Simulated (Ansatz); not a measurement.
Cost and result up the ladder for `OB(O)CCCCc1ccc(/N=N/c2ccccc2)cc1` (40 atoms). The state is a singlet with charge 0. Geometry: PBE-D4/def2-SVP.

Cartesian coordinates in Å:
```
O -7.5291 0.3737 1.6832
B -6.7970 1.3773 1.0862
O -7.2614 2.6634 0.9138
C -5.3329 1.0296 0.5977
C -4.4139 0.5834 1.7512
C -2.9986 0.1678 1.3300
C -2.1527 1.3110 0.7341
C -0.7368 0.8887 0.4343
C -0.3929 0.3349 -0.8225
C 0.9017 -0.1071 -1.0915
C 1.9000 -0.0074 -0.0934
N 3.2386 -0.4195 -0.2549
N 3.5215 -0.9055 -1.3917
C 4.8644 -1.3212 -1.5422
C 5.8472 -1.2262 -0.5285
C 7.1469 -1.6695 -0.7814
C 7.4837 -2.2098 -2.0386
C 6.5105 -2.3054 -3.0464
C 5.2044 -1.8633 -2.7995
C 1.5691 0.5411 1.1635
C 0.2673 0.9805 1.4206
H -8.4154 0.6434 1.9824
H -8.1639 2.8127 1.2490
H -4.9065 1.9055 0.0659
H -5.3985 0.2042 -0.1479
H -4.3352 1.4029 2.5017
H -4.8912 -0.2662 2.2843
H -3.0541 -0.6635 0.5920
H -2.4590 -0.2454 2.2099
H -2.1442 2.1594 1.4524
H -2.6326 1.6856 -0.1941
H -1.1681 0.2609 -1.6026
H 1.1857 -0.5331 -2.0642
H 5.5472 -0.7996 0.4391
H 7.9141 -1.5970 0.0053
H 8.5104 -2.5579 -2.2294
H 6.7726 -2.7274 -4.0284
H 4.4144 -1.9227 -3.5627
H 2.3655 0.6110 1.9192
H 0.0187 1.4103 2.4041
```

Ansatz on 2 threads of AMD EPYC 7R13 on a shared host and a share (18 GiB) of an NVIDIA H100 80GB HBM3. Times are rough, and most runs start from the orbitals of an earlier one. ωB97X-V/def2-TZVP serves as the yardstick here, not as an exact answer. Differences are given only for rows in sets of like size (and for xTB, whose basis is part of the method), since another set adds its own error. Binding counts from free atoms at the same level (O triplet, B doublet, C triplet, N quartet, H doublet; other spins of the atoms weren't run), without zero-point energy or a counterpoise term.

LC-ωPBE has ω = 0.4 bohr⁻¹. B3LYP takes the VWN-RPA correlation. Correlated methods freeze 21 core orbitals. The rows differ in basis, and correlated rows in double-zeta sets carry the largest basis error. Single mean-field runs in def2-TZVP are fitted with def2-universal-jkfit.

Run but left out: HF/6-31G (restricted singlet, unstable in another Hartree–Fock run and untested here).

Correlated methods converge slowly with the basis, most of all in double-zeta sets.

```json
{"level": "B3LYP-D4/6-31G", "functions": "227", "wall time": "4.3 s", "binding energy per atom (eV)": "4.70", "difference from ωB97X-V/def2-TZVP (eV)": "–", "remarks": "–"}
{"level": "PBE-D4/def2-SVP", "functions": "389", "wall time": "5.5 s", "binding energy per atom (eV)": "5.07", "difference from ωB97X-V/def2-TZVP (eV)": "–", "remarks": "–"}
{"level": "PBE0-D4/def2-SVP", "functions": "389", "wall time": "5.5 s", "binding energy per atom (eV)": "4.96", "difference from ωB97X-V/def2-TZVP (eV)": "–", "remarks": "–"}
{"level": "PBE-D4/def2-TZVP", "functions": "765", "wall time": "6 s", "binding energy per atom (eV)": "5.00", "difference from ωB97X-V/def2-TZVP (eV)": "0.18", "remarks": "–"}
{"level": "r2SCAN-D4/def2-TZVP", "functions": "765", "wall time": "7 s", "binding energy per atom (eV)": "4.84", "difference from ωB97X-V/def2-TZVP (eV)": "0.03", "remarks": "–"}
{"level": "LC-ωPBE/def2-TZVP", "functions": "765", "wall time": "8.1 s", "binding energy per atom (eV)": "4.82", "difference from ωB97X-V/def2-TZVP (eV)": "0.00", "remarks": "–"}
{"level": "MP2/def2-SVP", "functions": "389", "wall time": "8.1 s", "binding energy per atom (eV)": "4.74", "difference from ωB97X-V/def2-TZVP (eV)": "–", "remarks": "restricted SCF unstable"}
{"level": "PBE0-D4/def2-TZVP (with forces)", "functions": "765", "wall time": "9.5 s", "binding energy per atom (eV)": "4.88", "difference from ωB97X-V/def2-TZVP (eV)": "0.07", "remarks": "–"}
{"level": "B97M-V/def2-TZVP", "functions": "765", "wall time": "10 s", "binding energy per atom (eV)": "4.83", "difference from ωB97X-V/def2-TZVP (eV)": "0.01", "remarks": "–"}
{"level": "ωB97X-V/def2-TZVP (with forces)", "functions": "765", "wall time": "15 s", "binding energy per atom (eV)": "4.81", "difference from ωB97X-V/def2-TZVP (eV)": "0.00", "remarks": "–"}
```
